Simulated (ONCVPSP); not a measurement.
Which change was made? (Si, ONCV)

```
Element                 : Si
Generator               : ONCVPSP 4.0.1
Type                    : optimised norm-conserving Vanderbilt (ONCV)
Functional              : PW91
Relativity              : scalar-relativistic
Frozen core             : [Ne]
Valence charge          : 4
Reference configuration : 3s2 3p2
Partial waves           : 3s: rc 1.85 bohr, ncon 4, nbas 8, qcut 3.5 1/bohr, local; 3p: rc 2.35 bohr, ncon 3, nbas 6, qcut 2.9 1/bohr, 2 projectors, debl 2.7 Ha; d scattering state at 0.13 Ha: rc 2.05 bohr, ncon 4, nbas 8, qcut 5.3 1/bohr, 2 projectors, debl 2.9 Ha
Local potential         : the s channel
Core correction         : Teter function, fcfact 4.5, rcfact 1.05
```

Cutoffs, loose and tight: the cutoffs (Ha) at which the residual kinetic energy of the hardest occupied pseudo-wave falls to 1 and 0.1 mHa per electron. They do not see the model core or the augmentation charge, which bear on the density cutoff. Test errors are all-electron minus pseudo excitation energies from the reference, over the configurations 3s2 3p1; 3s2 3p0; 3s1 3p0; 3s2 3p1.5; variants that change the core or the reference have their own tests.

The base gives: outcome: generated; cutoff, loose: 8.9 Ha; cutoff, tight: 43 Ha; bound ghosts: none; GHOST(+) flags above zero: none; largest test error (meV): +79.

**Question.** After one change the result is: outcome: generated; cutoff, loose: 41 Ha; cutoff, tight: 51 Ha; bound ghosts: none; GHOST(+) flags above zero: none; largest test error (meV): +141. Which change was it?
A. core correction polynomial model core, fcfact 0.2
B. s: qcut 2.2; p: qcut 1.8; d: qcut 3.3
C. all radii but the core radius scaled by about 1.24 (s 2.30, p 2.92, d 2.54 bohr)

**Answer.** B. The others give: core correction polynomial model core, fcfact 0.2 → outcome: generated; cutoff, loose: 8.9 Ha; cutoff, tight: 43 Ha; bound ghosts: none; GHOST(+) flags above zero: none; largest test error (meV): +54 | all radii but the core radius scaled by about 1.24 (s 2.30, p 2.92, d 2.54 bohr) → outcome: generated; cutoff, loose: 5.2 Ha; cutoff, tight: 16 Ha; bound ghosts: none; GHOST(+) flags above zero: none; largest test error (meV): +114.
